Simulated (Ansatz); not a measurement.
`C[CH2][SbH][SiH3]` + `C=C=C(N)F` → `[NH2][SbH][SiH3]` + `C=C=C(F)CC`  (formal exchange of groups at the Sb–C bond)

Calculated with Ansatz (gas phase, PBE0-D4/def2-TZVP geometries, no zero-point term in ΔE). CBS: MP2 limit from def2 TZ/QZ plus the TZ coupled-cluster correction, frozen cores. Functionals use def2-TZVPP. B3LYP here is the variant with VWN-RPA as its local correlation; programs differ in this. Elements past krypton have def2 core potentials. For Sb outer-core shells are correlated without core-valence functions, which leaves a few kJ/mol of doubt a bond. One conformer a species, not always the lowest.

`C[CH2][SbH][SiH3]`:

```xyz
13

C    -1.016    1.788   -1.069
C    -0.199    0.959   -0.095
Sb    0.604   -0.840   -1.031
Si    1.228   -1.949    1.202
H    -1.388    2.701   -0.593
H    -1.884    1.234   -1.436
H    -0.426    2.088   -1.939
H     0.665    1.518    0.273
H    -0.790    0.657    0.771
H    -0.905   -1.650   -1.034
H     1.478   -3.402    1.005
H     0.159   -1.777    2.222
H     2.475   -1.326    1.724
```

`C=C=C(N)F`:

```xyz
9

C     0.344    1.378   -1.232
C     0.346    0.378   -0.400
C     0.301   -0.669    0.379
N    -0.798   -1.230    1.003
F     1.410   -1.388    0.620
H     0.614    2.385   -0.919
H     0.080    1.252   -2.280
H    -0.650   -1.395    1.991
H    -1.646   -0.710    0.839
```

`[NH2][SbH][SiH3]`:

Cartesian coordinates in Å:
```
N -0.821 -1.188 1.430
Sb -1.496 -0.081 -0.153
Si 0.799 0.647 -1.101
H -0.793 -2.171 1.192
H 0.101 -0.919 1.751
H -1.582 1.367 0.754
H 1.370 -0.450 -1.931
H 1.752 0.932 0.008
H 0.669 1.863 -1.950
```

`C=C=C(F)CC`:

```xyz
13

C    -0.268    2.629    0.817
C    -0.139    1.557    0.094
C     0.016    0.465   -0.599
F    -0.465    0.400   -1.863
C     0.681   -0.791   -0.162
C    -0.269   -1.983   -0.136
H     0.482    3.415    0.806
H    -1.135    2.784    1.454
H     1.512   -0.993   -0.848
H     1.113   -0.620    0.826
H    -0.713   -2.151   -1.119
H     0.264   -2.891    0.153
H    -1.079   -1.820    0.578
```

```json
{"level": "PBE-D4", "ΔE (kcal/mol)": "-4.0", "difference from CCSD(T)/CBS": "1.8"}
{"level": "r2SCAN-D4", "ΔE (kcal/mol)": "-4.7", "difference from CCSD(T)/CBS": "1.1"}
{"level": "PBE0-D4", "ΔE (kcal/mol)": "-3.8", "difference from CCSD(T)/CBS": "2.0"}
{"level": "B3LYP-D4", "ΔE (kcal/mol)": "-5.2", "difference from CCSD(T)/CBS": "0.6"}
{"level": "ωB97X-V", "ΔE (kcal/mol)": "-5.8", "difference from CCSD(T)/CBS": "0.0"}
{"level": "ωB97M-V", "ΔE (kcal/mol)": "-5.6", "difference from CCSD(T)/CBS": "0.2"}
{"level": "B2PLYP", "ΔE (kcal/mol)": "-5.8", "difference from CCSD(T)/CBS": "0.0"}
{"level": "PBE", "ΔE (kcal/mol)": "-4.3", "difference from CCSD(T)/CBS": "1.5"}
{"level": "r2SCAN", "ΔE (kcal/mol)": "-4.8", "difference from CCSD(T)/CBS": "1.0"}
{"level": "PBE0", "ΔE (kcal/mol)": "-4.1", "difference from CCSD(T)/CBS": "1.7"}
{"level": "B3LYP", "ΔE (kcal/mol)": "-5.8", "difference from CCSD(T)/CBS": "0.0"}
{"level": "HF/def2-TZVPP", "ΔE (kcal/mol)": "-6.8", "difference from CCSD(T)/CBS": "-1.0"}
{"level": "MP2/def2-TZVPP", "ΔE (kcal/mol)": "-4.5", "difference from CCSD(T)/CBS": "1.3"}
{"level": "SCS-MP2/def2-TZVPP", "ΔE (kcal/mol)": "-5.6", "difference from CCSD(T)/CBS": "0.2"}
{"level": "CCSD/def2-TZVPP", "ΔE (kcal/mol)": "-5.6", "difference from CCSD(T)/CBS": "0.2"}
{"level": "CCSD(T)/def2-TZVPP", "ΔE (kcal/mol)": "-5.4", "difference from CCSD(T)/CBS": "0.4"}
{"level": "HF/def2-QZVPP", "ΔE (kcal/mol)": "-7.1", "difference from CCSD(T)/CBS": "-1.3"}
{"level": "MP2/def2-QZVPP", "ΔE (kcal/mol)": "-4.9", "difference from CCSD(T)/CBS": "0.9"}
{"level": "SCS-MP2/def2-QZVPP", "ΔE (kcal/mol)": "-5.9", "difference from CCSD(T)/CBS": "-0.1"}
{"level": "HF/CBS(def2)", "ΔE (kcal/mol)": "-7.1", "difference from CCSD(T)/CBS": "-1.3"}
{"level": "MP2/CBS(def2)", "ΔE (kcal/mol)": "-5.0", "difference from CCSD(T)/CBS": "0.8"}
{"level": "CCSD/CBS(def2)", "ΔE (kcal/mol)": "-6.0", "difference from CCSD(T)/CBS": "-0.2"}
{"level": "CCSD(T)/CBS", "ΔE (kcal/mol)": "-5.8", "difference from CCSD(T)/CBS": "0"}
```

Largest T1 diagnostic among the species: 0.014.

In def2-TZVPP, CCSD(T) changes the Hartree–Fock value by +1.4 kcal/mol (the triples alone add +0.2 kcal/mol) and MP2 by +2.3 kcal/mol.
